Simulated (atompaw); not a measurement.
## What one change does to a pseudopotential (O (Z = 8), PAW (atompaw))

O (Z = 8), PAW, made with atompaw 4.2.0.5 (PBE, scalar-relativistic). Core [He], reference 2s2 2p3 (charge +1). Waves: 2s (bound): rc 1.90 bohr; 2s channel at -1.75 Ry: rc 1.90 bohr; 2p (bound): rc 1.90 bohr; 2p channel at -0.7 Ry: rc 1.90 bohr. Local part: troulliermartins scheme with l = 2 at 1 Ry, radius 1.55 bohr. Core correction: smooth core density matched at 1.00 bohr. Augmentation charge: sinc compensation charge, radius 1.65 bohr; PAW radius 1.90 bohr; waves and projectors: custom polynom gramschmidtortho.

Change: reference 2s2 2p4.

Cutoffs: the cutoffs (Ry, on a coarse ladder) from which the occupation-weighted sum of valence levels, in a spherical-Bessel basis at the reference potential, stays within 10 and 1 mRy of its value at 400 Ry; they do not see the model core or the augmentation charge, which bear on the density cutoff.

Problem. What does the change do?

Solution. The potential gets neither clearly harder nor softer (18 Ry and 35 Ry → 18 Ry and 35 Ry); the p channel sets the loose cutoff, while the largest relative change is in s, which becomes softer; the range in which the p phases agree narrows (upper end at the end of the scan → 3.3); neither file shows a bound ghost.

```tsv
quantity	base	changed
cutoff, loose	18 Ry	18 Ry
cutoff, tight	35 Ry	35 Ry
loose cutoff by channel (10 mRy a level)	s 12 Ry, p 18 Ry	s 10 Ry, p 15 Ry
bound ghosts	none	none
s: phases at 1.90 bohr within 0.05 rad from the reference energy up to (Ry; the scan ends near 5)	to the end of the scan	to the end of the scan
p: phases at 1.90 bohr within 0.05 rad from the reference energy up to (Ry; the scan ends near 5)	to the end of the scan	3.3
lowest overlap eigenvalue by channel	s 0.89, p 0.92	s 0.90, p 0.94
```

 The cutoffs see the waves, projectors and local potential, not the compensation charge or the core.
